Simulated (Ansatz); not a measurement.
Stepwise reaction of `[OH][Sn]([OH])([F])[Br]` with hydrogen chloride, as a gas-phase model of exchange steps in deposition or etching. ΔE in kJ/mol; ΔG adds harmonic PBE0-D4 terms to CCSD(T)/CBS, at 1 bar.

Isolated molecules relaxed with PBE0-D4/def2-TZVP in Ansatz; ΔE leaves out vibrations. CBS: MP2 limit from def2 TZ/QZ plus the TZ coupled-cluster correction, frozen cores. This one scheme is used for every species. DFT in def2-TZVPP. B3LYP here is the variant with VWN-RPA as its local correlation; programs differ in this. def2 core potentials past Kr. For Br, Sn outer-core shells are correlated without core-valence functions, which leaves a few kJ/mol of doubt a bond. Scalar relativity is left out up to krypton. One conformer a species, not always the lowest.

```tsv
step	reaction	PBE-D4	B3LYP-D4	ωB97M-V	CCSD(T)/CBS	ΔG(500 K)
1	`[OH][Sn]([OH])([F])[Br]` + HCl → `[OH][Sn]([F])([Cl])[Br]` + H₂O	-59.6	-60.3	-59.5	-60.0	-57.6
2	`[OH][Sn]([F])([Cl])[Br]` + HCl → `[F][Sn]([Cl])([Cl])[Br]` + H₂O	-58.9	-60.3	-59.4	-59.8	-47.0
```

Task: By hand: ΔE of the 2 steps together at CCSD(T)/CBS.

Result: (-60.0) + (-59.8) = -119.8 kJ/mol, or -59.9 kJ/mol a step.

In ΔE the steps differ by no more than 0.2 kJ/mol. All are downhill at CCSD(T)/CBS. ΔG lies between -57.6 and -47.0 kJ/mol a step. PBE-D4 differs from CCSD(T)/CBS by 0.4 to 0.9 kJ/mol a step. Isolated molecules leave out the surface, adducts and barriers. Largest T1 diagnostic: 0.013.
